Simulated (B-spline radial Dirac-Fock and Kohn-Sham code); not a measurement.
**Relativistic shifts of the levels of Xe⁶⁺**

System: the Xe⁶⁺ ion, [Kr] 4d10 5s2.

Both columns are ΔSCF binding energies of the configuration average from a radial finite-basis atomic code: non-relativistic Hartree-Fock with a point nucleus, and Dirac-Fock with a finite nucleus and the Coulomb interaction alone, averaged over the two j levels with weights 2j+1.

```csv
shell,Hartree-Fock (eV),Dirac-Fock (eV),shift (eV),shift (%)
1s,33334.6,34769.7,+1435.15,+4.31
2s,5197.5,5553.6,+356.11,+6.85
2p,4879.8,4985.8,+105.98,+2.17
3s,1157.1,1234.3,+77.22,+6.67
3p,1021.6,1046.0,+24.35,+2.38
3d,772.6,762.7,-9.89,-1.28
4s,285.6,301.8,+16.21,+5.68
4p,235.1,239.4,+4.27,+1.82
4d,147.5,145.2,-2.32,-1.57
5s,86.62,89.69,+3.07,+3.55
```

Relativity binds 1s, 2s, 2p, 3s, 3p, 4s, 4p, 5s more strongly, among those listed most of all 2s in relative terms, and 3d, 4d more weakly, because the contracted s and p shells screen the nucleus better.

Values without a named source are computed, but for edge energies of neutral atoms, which are taken from tables.
